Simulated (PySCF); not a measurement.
**Electron correlation in Sb³⁺ (antimony, charge +3)**

[Kr] 4d10 5s2, closed-shell 1S. All numbers are calculated (PySCF 2.14, scalar relativity through the core potential, in def2-SVP with the def2 core potential (28 electrons) (4s4p2d, 26 functions)). Frozen: 4s2 4p6 4d10; 2 electrons correlated.

Total MP2 correlation energy: -22.67 mhartree.

Same-spin part 0.00 and opposite-spin part -22.67 mhartree; SCS-MP2 scales them by 1/3 and 6/5 to -27.20 mhartree.

With two correlated electrons CCSD is exact within the correlated space (frozen core and kept virtual orbitals).

| level | correlation energy (mhartree) |
| --- | --- |
| CCSD | -33.16 |

Diagnostics: T1 = 0.0015, D1 = 0.0021, largest double amplitude 0.100.

Cost of the coupled-cluster step: 0.07 s of wall time on 1 thread of Neoverse-N1 (shared host), for 2 correlated electrons.
